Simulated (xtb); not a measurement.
xtb input (GFN2-xTB):

```bash
xtb mol.xyz --gfn 2 --ohess tight --chrg -1 --uhf 0
```
mol.xyz:
```
10

N      0.53666497     1.07209868    -1.07864045
Si    -0.18038951     0.33666971     0.52203696
N      1.08895518    -1.02434237     0.70830225
N     -1.53228106    -0.46533432    -0.37318816
H      1.31515637     1.64425201    -0.79512561
H     -0.11649985     1.61351156    -1.51790309
H      1.75348960    -0.84771557     1.45878276
H      1.55514692    -1.25781540    -0.14367111
H     -2.09582547    -1.07476429     0.21549755
H     -1.16272753    -1.01828162    -1.14048398
```

End of the output:

```
optimized geometry written to: xtbopt.xyz

           -------------------------------------------------
          | TOTAL ENERGY              -13.685737279070 Eh   |
          | TOTAL ENTHALPY            -13.603207749980 Eh   |
          | TOTAL FREE ENERGY         -13.641106261211 Eh   |
          | GRADIENT NORM               0.000741986745 Eh/α |
          | HOMO-LUMO GAP               4.516748329815 eV   |
           -------------------------------------------------

------------------------------------------------------------------------
------------------------------------------------------------------------
 total:
 SCF:
 ANC optimizer:
 analytical hessian:
```

It need not be the lowest isomer of its formula. Whether it binds its extra electron was not tested at this geometry.
